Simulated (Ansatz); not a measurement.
Geometry optimisation, RKS LDA/STO-3G in Ansatz.

Input:

```yaml
crystal:
  periodic: [false, false, false]
  atoms:
    - { symbol: B, position_ang: [-0.366, -2.0681, 1.1783] }
    - { symbol: Si, position_ang: [0.5609, -0.4261, 0.671] }
    - { symbol: F, position_ang: [-0.20237, 0.50293, -0.46701] }
    - { symbol: C, position_ang: [2.36084, -0.47897, 0.38294] }
    - { symbol: C, position_ang: [2.70245, 0.31324, 1.65482] }
    - { symbol: C, position_ang: [1.27317, 0.56693, 2.07111] }
    - { symbol: H, position_ang: [0.0524, -2.7547, 1.9844] }
    - { symbol: H, position_ang: [-1.4119, -2.244, 0.6454] }
    - { symbol: H, position_ang: [2.76251, -1.59492, 0.45918] }
    - { symbol: H, position_ang: [2.70306, -0.06017, -0.56262] }
    - { symbol: H, position_ang: [3.22362, 1.23496, 1.34788] }
    - { symbol: H, position_ang: [3.26328, -0.25827, 2.37747] }
    - { symbol: H, position_ang: [1.0332, 1.61195, 2.02829] }
    - { symbol: H, position_ang: [1.05118, 0.07698, 3.04804] }
basis:
  gaussian: { orbitals: STO-3G }
hamiltonian:
  xc: lda
relax:
  f_tol: 0.015
  max_steps: 40
```

Launched with:

```bash
$ ansatz run input.yaml --threads 1 --pin off --max-ram 2048MiB --backend cpu --events-out ev --progress --plain --runs-dir out
```

Where does it end, and by what steps?

The forces met the threshold. Limits of this set-up: minimal basis. After 14 steps the energy has fallen by 0.641 eV; H11 moved furthest, 0.64 Å.

```tsv
step	energy less start (eV)	largest force component (eV/Å)	accepted
0	0.0000	4.675	yes
1	-0.5580	0.951	yes
2	-0.5837	0.528	yes
3	-0.5933	0.333	yes
4	-0.6046	0.106	yes
5	-0.6069	0.049	yes
6	-0.6114	0.169	yes
7	-0.6150	0.126	yes
8	-0.6250	0.268	yes
9	-0.6302	0.177	yes
10	-0.6368	0.120	yes
11	-0.6394	0.056	yes
12	-0.6403	0.071	yes
13	-0.6405	0.039	yes
14	-0.6407	0.011	yes
```

```xyz
14
Properties=species:S:1:pos:R:3
B -0.254 -2.047 1.242
Si 0.508 -0.372 0.625
F -0.392 0.420 -0.491
C 2.369 -0.461 0.269
C 2.630 0.097 1.706
C 1.221 0.699 2.019
H 0.329 -2.683 2.042
H -1.283 -2.470 0.858
H 2.836 -1.433 0.056
H 2.676 0.261 -0.502
H 3.462 0.821 1.772
H 2.848 -0.733 2.399
H 1.182 1.771 1.775
H 0.872 0.552 3.051
```

Whether the end is a true minimum wasn't checked by a vibrational analysis.

Time of the run: 44 s on 1 thread of Arm Neoverse V1 (shared host), peak memory 0.15 GiB.
